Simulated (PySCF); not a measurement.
Predicted microwave data (PBE0/pcSseg-1 in PySCF (dipole) on a GFN2-xTB geometry, gas phase) for one isomer of C7H16Si2:

- Rotational constants: A = 1638, B = 779.8, C = 665.2 MHz
- Dipole components: |μa| = 0.25 D, |μb| = 0.57 D, |μc| = 0.44 D
- Inertial defect: -196.77 u·Å²
- κ: -0.76

Question: Which candidate fits, each taken in the one conformer that was computed?
A. `[CH2:1]=[CH:2][CH2:3][C@@H:4]1[CH2:5][SiH2:6][SiH2:7][C@H:8]1[CH3:9]` with C1–C2–C3–C4 -106°, C2–C3–C4–C5 -66°, C3–C4–C5–Si6 -73°, C4–C5–Si6–Si7 -25°, C5–Si6–Si7–C8 -1°, Si6–Si7–C8–C9 -97°
B. `[CH2:1]1[CH2:2][CH2:3][CH:4]([CH:5]2[SiH2:6][CH2:7][SiH2:8]2)[CH2:9]1` with C3–C4–C5–Si6 -176°, C9–C1–C2–C3 41°, C1–C2–C3–C4 -30°, C2–C3–C4–C5 -115°, C4–C5–Si6–C7 129°
C. `[CH2:1]=[CH:2][Si@@H:3]1[CH2:4][CH2:5][C@@H:6]([CH2:7][CH3:8])[SiH2:9]1` with C1–C2–Si3–C4 115°, C5–C6–C7–C8 -162°, C2–Si3–C4–C5 -97°, Si3–C4–C5–C6 -51°, C4–C5–C6–C7 -69°, C5–C6–Si9–Si3 -29°
D. `[CH2:1]=[CH:2][CH2:3][C:4]1([SiH2:5][CH2:6][SiH3:7])[CH2:8][CH2:9]1` with C1–C2–C3–C4 -122°, C2–C3–C4–Si5 65°, C3–C4–Si5–C6 -77°, C4–Si5–C6–Si7 -178°

Answer: A. It is C=CC[C@@H]1C[SiH2][SiH2][C@H]1C, an asymmetric top, point group C1. The candidates at the same level (rigid rotor, commonest isotopes):

```tsv
SMILES	A (MHz)	B (MHz)	C (MHz)	μa (D)	μb (D)	μc (D)	Δ (u·Å²)	point group	rotor
C=CC[C@@H]1C[SiH2][SiH2][C@H]1C	1638	779.8	665.2	0.25	0.57	0.44	-196.77	C1	asymmetric top
C=C[Si@@H]1CC[C@@H](CC)[SiH2]1	2260	677.0	607.5	0.04	0.55	0.44	-138.19	C1	near-prolate asymmetric top
C=CCC1([SiH2]C[SiH3])CC1	1478	702.6	535.7	1.04	0.20	0.60	-117.83	C1	asymmetric top
C1CCC(C2[SiH2]C[SiH2]2)C1	2307	705.3	572.2	0.25	0.01	0.07	-52.37	C1	asymmetric top
```

`C=C[Si@@H]1CC[C@@H](CC)[SiH2]1` has A 38 % too high; `C1CCC(C2[SiH2]C[SiH2]2)C1` has A 41 % too high; `C=CCC1([SiH2]C[SiH3])CC1` has C 19 % too low. No structure here is proved a minimum.
